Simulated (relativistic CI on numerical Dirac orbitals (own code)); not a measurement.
## Line list: Electric-dipole lines, W12+

Method of calculation: Dirac-Coulomb-Breit CI, orbitals from a KLI potential per configuration, a model potential for QED, unscaled Slater integrals (own radial code, finite nucleus).

Configuration list (outside the closed core [Kr] 4d10): 4f14 5s2, 4f13 5s2 5p, 4f14 5s 5p, 4f14 5s 5d, 4f13 5s2 5d, 4f14 5s 5f, 4f13 5s2 6s, 4f14 5p 5d, 4f14 5p2, 4f13 5p3, 4f13 5p2 5d, 4f13 5p2 6s, 4f14 5d2, 4f13 5p 5d2, 4f13 5d3, 4f13 5d2 6s. Double excitations out of closed p, d and f shells are left out; levels of such configurations are missing from the list, as are those of other unlisted configurations, and high levels can miss mixing partners.

```
λ vac (Å)                  Lower                   Upper   A (s⁻¹)        gf  Branching (%)
   138.47   4f13 5s2 5p 3G_5 [6]  4f13 5s2 6s 3F°_4 [78]  8.19e+10  2.12e+00           44.1
   168.19      4f14 5s2 1S_0 [1]  4f13 5s2 5d 1P°_1 [38]  1.34e+11  1.70e+00           54.2
   182.80   4f13 5s2 5p 3G_3 [4]  4f13 5s2 5d 1F°_3 [32]  5.18e+10  1.82e+00           42.2
   183.91   4f13 5s2 5p 3D_3 [2]  4f13 5s2 5d 3G°_4 [22]  4.06e+10  1.85e+00           31.5
   184.83   4f13 5s2 5p 3D_3 [2]  4f13 5s2 5d 3D°_3 [21]  8.93e+10  3.20e+00           68.9
   185.21   4f13 5s2 5p 3G_4 [3]  4f13 5s2 5d 3G°_4 [22]  5.93e+10  2.74e+00           46.0
   187.54   4f13 5s2 5p 3G_3 [4]  4f13 5s2 5d 3H°_4 [25]  9.89e+10  4.69e+00           78.8
   188.25   4f13 5s2 5p 3F_2 [5]  4f13 5s2 5d 1D°_2 [27]  7.96e+10  2.11e+00           65.4
   188.31   4f13 5s2 5p 3G_4 [3]  4f13 5s2 5d 3H°_5 [20]  1.15e+11  6.74e+00           90.9
   189.85   4f13 5s2 5p 3D_3 [2]  4f13 5s2 5d 3P°_2 [19]  1.11e+11  2.99e+00           89.8
   219.69   4f13 5s2 5p 3G_5 [6]  4f13 5s2 5d 3G°_5 [31]  2.78e+10  2.21e+00           30.9
   225.11   4f13 5s2 5p 1F_3 [8]  4f13 5s2 5d 3F°_4 [30]  4.53e+10  3.10e+00           49.5
   225.70   4f13 5s2 5p 1F_3 [8]  4f13 5s2 5d 3D°_3 [29]  4.46e+10  2.38e+00           45.4
   225.95   4f13 5s2 5p 3G_5 [6]  4f13 5s2 5d 3H°_6 [24]  8.89e+10  8.84e+00          100.0
   226.19  4f13 5s2 5p 3G_4 [11]  4f13 5s2 5d 3H°_5 [34]  8.51e+10  7.18e+00           95.5
   226.70  4f13 5s2 5p 3F_3 [13]  4f13 5s2 5d 3G°_4 [37]  6.10e+10  4.23e+00           67.4
   227.59  4f13 5s2 5p 3F_4 [10]  4f13 5s2 5d 3G°_5 [31]  6.01e+10  5.14e+00           66.9
   228.21  4f13 5s2 5p 3F_4 [10]  4f13 5s2 5d 3F°_4 [30]  3.51e+10  2.47e+00           38.3
   229.28  4f14 5s 5p 1P°_1 [17]    4f14 5s 5d 1D_2 [76]  1.28e+11  5.05e+00           89.6
   255.56      4f14 5s2 1S_0 [1]   4f14 5s 5p 1P°_1 [17]  5.33e+10  1.56e+00           99.1
```

Terms are leading LS components. Brackets give the number of a level in order of energy, since labels repeat. The list gives strong lines, with weight on those to low levels, without lines whose two gauges differ by over a factor of 2.5, among the lowest 200 of 1293 levels, so that lines to higher ones, which can be the strongest, are missing. Levels whose partners in the same complex of configurations lie outside the list can be far off, and so can their lines. Rates are taken at the computed energies, electric ones in the length gauge.

At this charge transitions that keep the count of f electrons are usually good to a few per cent. Levels and lines within the n = 5 or 6 shells can be off by up to 10 % or somewhat more, and those that change n by about 2 %, since core polarisation is missing. Levels that differ in their count of f electrons can be misplaced by several ten thousand cm⁻¹, since the correlation energy of f electrons is missing or only estimated; rates across such gaps can be off by orders of magnitude.

LS names give the leading component of a level, which can be under half, so a name can repeat, a term be missing and a line seem to break the LS rules.
